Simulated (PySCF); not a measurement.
What PySCF settings do for RbMg

Base input, run as `python input.py` with PySCF 2.14:

```python
from pyscf import gto, dft, tdscf

mol = gto.M(
    atom='Rb 0 0 0; Mg 0 0 3.586',
    basis='jorge-dzp-dkh',
    charge=0,
    spin=1,
    verbose=4,
)
mf = dft.UKS(mol, xc='wb97')
mf = mf.sfx2c1e()
mf.kernel()
td = tdscf.TDA(mf)
td.nstates = 8
td.kernel()
td.analyze()
mf.dip_moment()
print('orbital energies (hartree):', [e[max(0, n-3):n+3].round(4) for e, n in zip(mf.mo_energy, mol.nelec)])
```

Base result: E(SCF) = -3181.338988 Eh, 12 cycles, ⟨S²⟩ = 0.765, μz(SCF) = -1.79 D, first excitations without spin–orbit coupling 0.71, 0.71, 1.11, 1.80, 1.80 eV. The bond length is a typed value, not an optimised one. No search for the lowest solution was made.

Wall time 39 s on one thread of a shared host.

Each row names what differs from the base; energies in brackets are changes from the base.

| change | result |
| --- | --- |
| SCF type: UKS → ROKS [may be another electronic state] | E(SCF) = -3181.338040 Eh (+0.0258 eV), 11 cycles, μz(SCF) = -1.13 D, first excitations without spin–orbit coupling 0.64, 0.64, 1.19, 2.02, 2.12 eV |
| PCM solvent, dielectric constant: none → 4.71; step after the SCF: tda → analyze | not converged: SCF after 50 cycles |
| integration grid: default → (50, 194) | E(SCF) = -3181.341869 Eh (-0.0784 eV), 12 cycles, ⟨S²⟩ = 0.765, μz(SCF) = -1.79 D, first excitations without spin–orbit coupling 0.71, 0.71, 1.11, 1.80, 1.80 eV |
| integration grid: default → 1 | E(SCF) = -3181.342055 Eh (-0.0835 eV), 12 cycles, ⟨S²⟩ = 0.765, μz(SCF) = -1.79 D, first excitations without spin–orbit coupling 0.71, 0.71, 1.11, 1.80, 1.80 eV |

Q: Order these changes by how far they move the SCF energy from the base, largest first: (1) SCF type: UKS → ROKS; (2) integration grid: default → (50, 194); (3) integration grid: default → 1.

A: (3) -0.0835 eV, (2) -0.0784 eV, (1) +0.0258 eV.
